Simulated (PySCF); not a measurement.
3-fluoropenta-1,4-diyne (C₅H₃F), SMILES C(#C)C(F)C#C. The structure is a stationary point at B3LYP-D3(BJ)/def2-SVP.

Question: Give the equilibrium geometry at B3LYP-D3(BJ)/def2-SVP (PySCF confirms it by a frequency run) as bond lengths and angles, and its point group. (An estimate is asked for; the answer gives what the named calculation found.)

Answer: point group Cs.
Atoms: C1 C2 C3 F4 C5 C6 H7 H8 H9. Bond lengths (Å): C1–C2 1.209, C1–H7 1.074, C2–C3 1.468, C3–F4 1.388, C3–C5 1.468, C3–H8 1.107, C5–C6 1.209, C6–H9 1.074. Angles (°): C2–C1–H7 179.5, C1–C2–C3 178.7, C2–C3–F4 110.2, C2–C3–C5 111.9, C2–C3–H8 108.7, F4–C3–C5 110.2, F4–C3–H8 106.9, C5–C3–H8 108.7, C3–C5–C6 178.7, C5–C6–H9 179.5.
Charge 0, spin multiplicity 1.
